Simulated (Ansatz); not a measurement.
Species: SiH2S2, charge 0, singlet. SiH2S2 (SMILES S[Si]S).
B3LYP-D3(BJ)/def2-TZVP minimum from Ansatz (a first-principles code):
```xyz
5

Si    -0.3790    -0.6805     0.6339
S     -1.2371     1.1928    -0.0192
H     -0.2806     1.6516    -0.8491
S      1.4655    -0.5901    -0.4806
H      1.9331    -1.7677    -0.0288
```

Hartree-Fock and CCSD correlation energies in hartree (Ansatz). Radicals and triplets start from unrestricted determinants; spin-orbit coupling is neglected. Cores are frozen in correlated methods. No relativity.

```csv
basis,X,E(HF),"E(corr, CCSD)"
cc-pV(T+d)Z,3,-1085.24521,-0.50061
cc-pV(Q+d)Z,4,-1085.25461,-0.53386
cc-pV(5+d)Z,5,-1085.25637,withheld
```

Question: Fit E(corr) = E∞ + A/X³ to X = 3 and 4, predict X = 5, and compare with the run.

Answer: A = (-0.50061 - (-0.53386))/(1/27 - 1/64) = 1.5529; E∞ = -0.53386 - A/64 = -0.55812; at X = 5, E∞ + A/125 = -0.54570. The run gave -0.54509, 0.61 mEh above the prediction. The same form on X = 4 and 5 gives E∞ = -0.55687, 1.25 mEh above the first estimate.
